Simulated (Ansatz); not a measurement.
System: NCO, charge 0, doublet. NCO (SMILES N#C[O], doublet).
B3LYP-D3(BJ)/def2-TZVP minimum from Ansatz (a quantum-chemistry and plane-wave program):
```
C
O 1 1.1754
N 1 1.2216 2 180.00
```
Charge 0, spin multiplicity 2.

Hartree-Fock and CCSD(T) correlation energies in hartree (Ansatz). Radicals and triplets start from unrestricted determinants; spin-orbit coupling is neglected. Cores are frozen in correlated methods. No relativity. The UHF reference of CNO (N#C[O], doublet) is spin-contaminated (<S^2> up to 0.10 over the pure value in the sets run).

```csv
basis,X,E(HF),"E(corr, CCSD(T))"
cc-pVTZ,3,-167.19057,-0.56008
cc-pVQZ,4,-167.20264,-0.59627
cc-pV5Z,5,-167.20532,withheld
```

Problem. Fit E(corr) = E∞ + A/X³ to X = 3 and 4, predict X = 5, and compare with the run.

Solution. A = (-0.56008 - (-0.59627))/(1/27 - 1/64) = 1.6902; E∞ = -0.59627 - A/64 = -0.62268; at X = 5, E∞ + A/125 = -0.60916. The run gave -0.60898, 0.18 mEh above the prediction. The same form on X = 4 and 5 gives E∞ = -0.62232, 0.36 mEh above the first estimate.
